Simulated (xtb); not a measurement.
CAuClO, charge -1, doublet, geometry from GFN2-xTB (such geometries of metal compounds can be far from the true shape) (the multiplicity is a formal guess); xtb 6.7.1 with GFN2-xTB.

The xtb input:
```
$ xtb mol.xyz --gfn 2 --chrg -1 --uhf 1 --acc 0.1 --json

# file mol.xyz
4

Au     0.00187973    -0.01709989     0.01746794
Cl    -0.20677363     1.68141805    -1.51886627
O      0.28995155    -2.33726505     2.08844160
C      0.17450683    -1.42251583     1.28887113
```

**Question.** Write the output that xtb gives for this input, abridged.

**Answer.** 
```
   ID    Z sym.   atoms
    1   79 Au     1
    2   17 Cl     2
    3    8 O      3
    4    6 C      4

           -------------------------------------------------
          |                Calculation Setup                |
           -------------------------------------------------

           -------------------------------------------------
          |                 G F N 2 - x T B                 |
           -------------------------------------------------

          ...................................................
          :                      SETUP                      :
          :.................................................:
          :  # basis functions                  28          :
          :  # atomic orbitals                  26          :
          :  # shells                           10          :
          :  # electrons                        29          :
          :  max. iterations                   250          :
          :  Hamiltonian                  GFN2-xTB          :
          :  restarted?                      false          :
          :  GBSA solvation                  false          :
          :  PC potential                    false          :
          :  electronic temp.          300.0000000     K    :
          :  accuracy                    0.1000000          :
          :  -> integral cutoff          0.3500000E+02      :
          :  -> integral neglect         0.1000000E-08      :
          :  -> SCF convergence          0.1000000E-06 Eh   :
          :  -> wf. convergence          0.1000000E-04 e    :
          :  Broyden damping             0.4000000          :
          :  net charge                         -1          :
          :  unpaired electrons                  1          :
          ...................................................

 iter      E             dE          RMSdq      gap      omega  full diag
   1    -14.8100115 -0.148100E+02  0.772E+00    0.00       0.0  T
   2    -14.8385388 -0.285274E-01  0.336E+00    0.00       1.0  T
   3    -14.8396520 -0.111314E-02  0.298E+00    0.00       1.0  T
   4    -14.8474964 -0.784447E-02  0.122E+00    0.00       1.0  T
   5    -14.8476129 -0.116486E-03  0.375E-01    0.00       1.0  T
   6    -14.8476994 -0.864343E-04  0.117E-01    0.00       1.0  T
   7    -14.8477124 -0.130797E-04  0.552E-02    0.00       1.0  T
   8    -14.8477165 -0.405650E-05  0.369E-02    0.00       1.4  T
   9    -14.8477178 -0.131414E-05  0.155E-03    0.00      32.2  T
  10    -14.8477178  0.232374E-09  0.111E-03    0.00      45.0  T
  11    -14.8477178 -0.146881E-08  0.967E-05    0.00     516.9  T
  12    -14.8477178 -0.104965E-10  0.433E-05    0.00    1154.8  T

   *** convergence criteria satisfied after 12 iterations ***

         :::::::::::::::::::::::::::::::::::::::::::::::::::::
         ::                     SUMMARY                     ::
         :::::::::::::::::::::::::::::::::::::::::::::::::::::
         :: total energy             -14.801452474703 Eh    ::
         :: gradient norm              0.000104002775 Eh/a0 ::
         :: HOMO-LUMO gap              0.000172094983 eV    ::
         ::.................................................::
         :: SCC energy               -14.847719020946 Eh    ::
         :: -> isotropic ES            0.131322695661 Eh    ::
         :: -> anisotropic ES          0.003951252319 Eh    ::
         :: -> anisotropic XC         -0.000256968831 Eh    ::
         :: -> dispersion             -0.002716905382 Eh    ::
         :: repulsion energy           0.046266546243 Eh    ::
         :: add. restraining           0.000000000000 Eh    ::
         :: total charge              -1.000000000000 e     ::
         :::::::::::::::::::::::::::::::::::::::::::::::::::::

           -------------------------------------------------
          |                Property Printout                |
           -------------------------------------------------

[...]
      -------------------------------------------------------------
         1        2.0000           -0.8611193             -23.4322
       ...           ...                  ...                  ...
         3        2.0000           -0.4052058             -11.0262
         4        2.0000           -0.3350308              -9.1167
         5        2.0000           -0.3350301              -9.1166
         6        2.0000           -0.3084559              -8.3935
         7        2.0000           -0.2477630              -6.7420
         8        2.0000           -0.2477573              -6.7418
         9        2.0000           -0.2469698              -6.7204
        10        2.0000           -0.2340248              -6.3681
        11        2.0000           -0.2340248              -6.3681
        12        2.0000           -0.2220979              -6.0436
        13        2.0000           -0.2220976              -6.0436
        14        2.0000           -0.2151682              -5.8550
        15        0.5008           -0.0644139              -1.7528 (HOMO)
        16        0.4992           -0.0644076              -1.7526 (LUMO)
        17                          0.1453507               3.9552
        18                          0.1701115               4.6290
        19                          0.1701116               4.6290
        20                          0.2481346               6.7521
        21                          0.2481346               6.7521
        22                          0.2504135               6.8141
        23                          0.2504135               6.8141
        24                          0.2903347               7.9004
        25                          0.6989802              19.0202
        26                          0.9792390              26.6464
      -------------------------------------------------------------
                  HL-Gap            0.0000063 Eh            0.0002 eV
             Fermi-level           -0.1021009 Eh           -2.7783 eV

     #   Z          covCN         q      C6AA      α(0)
     1  79 Au       1.845     0.087   287.834    32.500
     2  17 Cl       0.871    -0.649   121.269    16.847
     3   8 O        0.856    -0.394    21.570     6.227
     4   6 C        1.830    -0.044    32.340     9.188

 Mol. C6AA /au·bohr⁶  :       1454.103794
 Mol. C8AA /au·bohr⁸  :      83593.881043
 Mol. α(0) /au        :         64.760965

Wiberg/Mayer (AO) data.
largest (>0.10) Wiberg bond orders for each atom

 ---------------------------------------------------------------------------
     #   Z sym  total        # sym  WBO       # sym  WBO       # sym  WBO
 ---------------------------------------------------------------------------
     1  79 Au   1.569 --     4 C    0.939     2 Cl   0.565
     2  17 Cl   0.621 --     1 Au   0.565
     3   8 O    1.961 --     4 C    1.896
     4   6 C    2.891 --     3 O    1.896     1 Au   0.939
 ---------------------------------------------------------------------------

Topologies differ in total number of bonds
Writing topology from bond orders to xtbtopo.mol

molecular dipole:
                 x           y           z       tot (Debye)
 q only:        0.023      -0.205       0.202
   full:        0.016      -0.139       0.140       0.504
molecular quadrupole (traceless):
                xx          xy          yy          xz          yz          zz
 q only:       12.929       2.698      -8.574      -2.423      19.614      -4.355
  q+dip:       13.564       2.828      -8.986      -2.541      20.576      -4.577
   full:       14.245       2.971      -9.441      -2.669      21.608      -4.804

           -------------------------------------------------
          | TOTAL ENERGY              -14.801452474703 Eh   |
          | GRADIENT NORM               0.000104002775 Eh/α |
          | HOMO-LUMO GAP               0.000172094983 eV   |
           -------------------------------------------------

normal termination of xtb
```
